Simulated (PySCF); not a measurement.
C7H5ClN: g tensor and hyperfine couplings

Compound: C₇H₅ClN (doublet state).
Structure used (GFN2-xTB), in Å, numbered top down from 1:
```
atom  x, y, z in Å
N1     2.886   -0.249    1.592
C2     2.259   -0.334    0.641
C3     1.435   -0.429   -0.543
C4     0.012   -0.148   -0.190
C5    -1.029   -0.991   -0.124
C6    -2.243   -0.257    0.261
C7    -1.903    1.015    0.390
C8    -0.456    1.247    0.181
Cl9   -0.103    2.408   -1.129
H10    1.797    0.305   -1.272
H11    1.532   -1.433   -0.964
H12   -1.021   -2.047   -0.326
H13   -3.206   -0.712    0.382
H14    0.040    1.624    1.079
```

The hyperfine couplings belong to this conformer and change with its torsions.

The species is `N#CCC1=CC=[C][C@@H]1Cl` [radical].

Computed, not measured: UKS B3LYP, pcH-1 on C Cl H N, non-relativistic, mean-field spin-orbit, GIAO (PySCF 2.14.0). Isolated species at its GFN2-xTB geometry (one conformer only). A GFN2-xTB geometry isn't a minimum of the functional, and hyperfine couplings can be far from their values at a DFT geometry. No stability test was run, so a lower SCF solution isn't excluded.

| Item | Value |
| --- | --- |
| g1, g2, g3 | 2.00124, 2.00185, 2.00265 |
| g_iso | 2.00191 |
| Form of g | rhombic: the two nearest values differ by 43 % of g3 − g1 |
| ⟨S²⟩ | 0.7681 (exact 0.7500) |
| α and β electrons | 36, 35 |
| Total energy | -784.57583 Eh |

Isotropic coupling and dipolar principal values T1 to T3, in mT (MHz turned into mT with g_iso):

```json
{"atom": "N1", "isotope": "14N", "a_iso": "0.00", "of which spin–orbit": "0.00", "T1": "-0.01", "T2": "0.00", "T3": "0.00", "Mulliken spin population": "0.00"}
{"atom": "C2", "isotope": "13C", "a_iso": "-0.20", "of which spin–orbit": "0.00", "T1": "-0.02", "T2": "0.00", "T3": "0.02", "Mulliken spin population": "0.00"}
{"atom": "C3", "isotope": "13C", "a_iso": "0.16", "of which spin–orbit": "0.00", "T1": "-0.04", "T2": "-0.03", "T3": "0.07", "Mulliken spin population": "0.01"}
{"atom": "C4", "isotope": "13C", "a_iso": "1.11", "of which spin–orbit": "0.00", "T1": "-0.54", "T2": "0.08", "T3": "0.46", "Mulliken spin population": "-0.03"}
{"atom": "C5", "isotope": "13C", "a_iso": "2.28", "of which spin–orbit": "0.00", "T1": "-0.26", "T2": "0.00", "T3": "0.26", "Mulliken spin population": "0.10"}
{"atom": "C6", "isotope": "13C", "a_iso": "1.03", "of which spin–orbit": "0.00", "T1": "-0.88", "T2": "0.09", "T3": "0.79", "Mulliken spin population": "-0.14"}
{"atom": "C7", "isotope": "13C", "a_iso": "17.84", "of which spin–orbit": "0.00", "T1": "-2.90", "T2": "-1.80", "T3": "4.70", "Mulliken spin population": "1.05"}
{"atom": "C8", "isotope": "13C", "a_iso": "1.52", "of which spin–orbit": "0.00", "T1": "-0.28", "T2": "-0.26", "T3": "0.53", "Mulliken spin population": "-0.01"}
{"atom": "Cl9", "isotope": "35Cl", "a_iso": "0.08", "of which spin–orbit": "0.00", "T1": "-0.05", "T2": "-0.02", "T3": "0.06", "Mulliken spin population": "0.00"}
{"atom": "H10", "isotope": "1H", "a_iso": "-0.08", "of which spin–orbit": "0.00", "T1": "-0.04", "T2": "-0.03", "T3": "0.07", "Mulliken spin population": "0.00"}
{"atom": "H11", "isotope": "1H", "a_iso": "0.28", "of which spin–orbit": "0.00", "T1": "-0.04", "T2": "-0.01", "T3": "0.05", "Mulliken spin population": "0.00"}
{"atom": "H12", "isotope": "1H", "a_iso": "0.40", "of which spin–orbit": "0.00", "T1": "-0.12", "T2": "-0.10", "T3": "0.22", "Mulliken spin population": "0.00"}
{"atom": "H13", "isotope": "1H", "a_iso": "1.41", "of which spin–orbit": "0.00", "T1": "-0.24", "T2": "-0.18", "T3": "0.42", "Mulliken spin population": "0.02"}
{"atom": "H14", "isotope": "1H", "a_iso": "0.21", "of which spin–orbit": "0.00", "T1": "-0.26", "T2": "-0.21", "T3": "0.47", "Mulliken spin population": "0.00"}
```

The Mulliken spin populations are largest on C7 (+1.05), C6 (-0.14) and C5 (+0.10). No atom but C7 exceeds +0.15.

Axes: g2 points within 9° of the C5–C6 bond.

Under fast tumbling the dipolar parts average out, and these isotropic splittings remain: 1 × 1H (H13, I = 1/2, 2 lines) with 1.41 mT, 1 × 1H (H12, I = 1/2, 2 lines) with 0.40 mT, 1 × 1H (H11, I = 1/2, 2 lines) with 0.28 mT, 1 × 1H (H14, I = 1/2, 2 lines) with 0.21 mT, 1 × 1H (H10, I = 1/2, 2 lines) with 0.08 mT and 1 × 35Cl (Cl9, I = 3/2, 4 lines) with 0.08 mT.

Main isotope only: 35Cl (natural samples also hold 24 % 37Cl, magnetic too, which adds its own pattern).

The 13C coupling of C7 (499.8 MHz) shows only in satellite lines or after enrichment, since that isotope makes up about 1.07 % of natural carbon.

Examples of negative spin density at the nucleus (bohr⁻³): C2 (-0.0049).
